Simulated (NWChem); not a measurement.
# Excited singlets of C₂H₂F (+1) by symmetry

```xyz
5

C      0.0000     0.0000    -1.2509
C      0.0000     0.0000     0.0175
F      0.0000     0.0000     1.2238
H      0.9580     0.0000    -1.8067
H     -0.9580     0.0000    -1.8067
```
Charge +1, spin multiplicity 1.

Program: NWChem. Structure: optimised with PBE0/def2-SVP, a minimum by its harmonic frequencies.

Basis set: aug-cc-pVDZ. Symmetry labels belong to the abelian group C2v used in the runs, with the axes of the coordinates shown. Entries are the lowest vertical excitation energy of each symmetry in eV (for CIS and TDDFT among the lowest few roots); a state of one symmetry need not have the same character in every method. Symmetries that some method's roots don't reach, or where a double excitation leads the EOM-CCSD root, are left out.

The correlated methods keep 3 core orbitals frozen. B3LYP has NWChem's definition, with VWN1-RPA local correlation. The spin multiplicity of the parent species was assumed, not shown to be that of its ground state. The structure started from a generated list of species. Coupled-cluster values serve here as a point of comparison, not as the truth.

```
method      a2    a1    b2
--------  ----  ----  ----
CIS       3.39  9.05  9.10
TD-PBE    3.57  7.58  8.21
TD-B3LYP  3.48  7.79  8.35
TD-PBE0   3.50  7.91  8.56
EOM-CCSD  3.59  8.21  8.82
```
